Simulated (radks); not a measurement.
Spin polarisation of the 5d2 shell in Hf. Start: [Xe] 4f14 5d(up 1, down 1) 6s2; electrons of 5d are moved from spin down to spin up, other shells keep equal spins. Method: scalar-relativistic Kohn-Sham, r2SCAN, spin-polarised, spherical densities, finite nucleus; meta-GGA in the generalised Kohn-Sham scheme; Fermi nuclear charge, rms radius of each element as measured or else 0.836 A^(1/3) + 0.57 fm; computed with a radial shooting solver on a logarithmic mesh with Libxc functionals.

moment (Bohr magnetons)  E - E(0) (eV)  e(5d up) (eV)  e(5d down) (eV)  6s down minus up (eV)  4f down minus up (eV)  5p down minus up (eV)
0                                0.000         -2.589           -2.589                  0.000                  0.000                  0.000
0.5                             -0.047         -2.765           -2.387                  0.203                  0.043                  0.270
1                               -0.190         -2.921           -2.154                  0.419                  0.085                  0.541
1.5                             -0.431         -3.059           -1.898                  0.659                  0.127                  0.813
2                               -0.767         -3.177           -1.666                  0.930                  0.169                  1.083

At moment 2 the spin-polarisation energy is -0.767 eV and the 5d exchange splitting 1.511 eV, that is 0.755 eV per Bohr magneton; E = -I m^2/4 would give I = 0.767 eV.
